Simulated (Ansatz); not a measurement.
`C#C[Si](Cl)Cl` radical. Charge 0, multiplicity 2. The geometry is a stationary point of PBE0-D4/def2-TZVP.

```xyz
6

C     1.650    0.198   -0.685
C     0.587    0.099   -0.122
Si   -0.894    0.017    0.905
Cl   -2.309    1.299    0.179
Cl   -1.617   -1.895    0.921
H     2.582    0.281   -1.198
```

Q: What is the dipole moment at ωB97M-V/def2-TZVPP? (An estimate is asked.)

A: Ansatz gave: 1.81 D, with components (1.77, 0.33, -0.23) D in this frame, pointing from negative to positive charge.

Q: And with PBE, r2SCAN, B3LYP? (Best estimate.)

A: The calculation gave: PBE 1.65 D, r2SCAN 1.79 D, B3LYP 1.78 D.

Q: Give the Mulliken charges with ωB97M-V, B3LYP, PBE in def2-TZVPP. (An estimate is asked.)

A: The calculation gave: 
```tsv
atom	ωB97M-V	B3LYP	PBE
C1	-0.01	0.02	-0.03
C2	-0.31	-0.35	-0.27
Si3	0.42	0.48	0.41
Cl4	-0.16	-0.19	-0.16
Cl5	-0.16	-0.19	-0.16
H6	0.23	0.25	0.21
```

B3LYP here is the variant with VWN-RPA as its local correlation; programs differ in this.
